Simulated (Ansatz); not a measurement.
CH3ClF2Si (SMILES C[Si](F)(F)Cl): the energy, rung by rung

CH3ClF2Si: 8 atoms, total charge 0, spin state singlet. As SMILES, `C[Si](F)(F)Cl`. The shape was relaxed beforehand at B3LYP/def2-SVP.

```jsonl
{"atom": "C", "x (Å)": "-0.8159", "y (Å)": "-0.3004", "z (Å)": "0.5170"}
{"atom": "Si", "x (Å)": "0.6935", "y (Å)": "0.1564", "z (Å)": "-0.4409"}
{"atom": "F", "x (Å)": "2.0153", "y (Å)": "-0.4835", "z (Å)": "0.2268"}
{"atom": "F", "x (Å)": "0.6202", "y (Å)": "-0.4250", "z (Å)": "-1.9439"}
{"atom": "Cl", "x (Å)": "0.9713", "y (Å)": "2.1863", "z (Å)": "-0.5647"}
{"atom": "H", "x (Å)": "-0.9252", "y (Å)": "-1.3959", "z (Å)": "0.5557"}
{"atom": "H", "x (Å)": "-0.7506", "y (Å)": "0.0809", "z (Å)": "1.5477"}
{"atom": "H", "x (Å)": "-1.7163", "y (Å)": "0.1241", "z (Å)": "0.0467"}
```

Quantity: the dissociation energy of the H8–C1 bond into doublet H and doublet CH2ClF2Si (shapes relaxed at B3LYP/def2-SVP, no zero-point term), in eV. The values are calculated.

```tsv
level	kind	program	value (eV)	CPU time (all runs)
HF/def2-SVP	Hartree–Fock	Ansatz	3.60	1.9 s
PBE/def2-SVP	GGA	Ansatz	4.64	4.6 s
r2SCAN/def2-SVP	meta-GGA	Ansatz	4.57	11 s
B3LYP/def2-SVP	global hybrid	Ansatz	4.67	6.2 s
wB97M-V/def2-SVP	range-separated hybrid	Ansatz	4.82	29 s
```

The values span 3.60 to 4.82 eV. Hartree–Fock misses the correlation of the electron pair that is broken and comes out low. Measured bond enthalpies also hold zero-point and thermal terms, a few tenths of an eV less. CPU times are rough (shared hosts, several kinds of processor and program).
